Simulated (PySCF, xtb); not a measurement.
AsFH4Si, SMILES [SiH2]([AsH2])F.

The structure is a stationary point at TPSSh-D3(BJ)/def2-SVP.

Method: PySCF 2.14.0 with IEF-PCM-ωB97X/def2-SVP.

The values are the electrostatic part of the solvation free energy, E(continuum) − E(gas) at the gas-phase geometry, in a cavity of scaled van der Waals radii (PySCF's table); cavitation and dispersion terms are not included. In vacuum the orbital gap is 12.11 eV. The dipole moment in vacuum is 1.65 D.

Computed values in water (ε = 78.36), methanol (ε = 32.61), ethanol (ε = 24.85):
| solvent | ε | ΔG(elec) (kcal/mol) | dipole (D) | gap (eV) |
|---|---|---|---|---|
| water | 78.36 | -2.2 | 2.11 | 12.14 |
| methanol | 32.61 | -2.1 | 2.09 | 12.14 |
| ethanol | 24.85 | -2.1 | 2.08 | 12.14 |

For comparison, GFN2-xTB/ALPB(water) (xtb, at the GFN2-xTB geometry, all terms of that model) gives -0.7 kcal/mol.
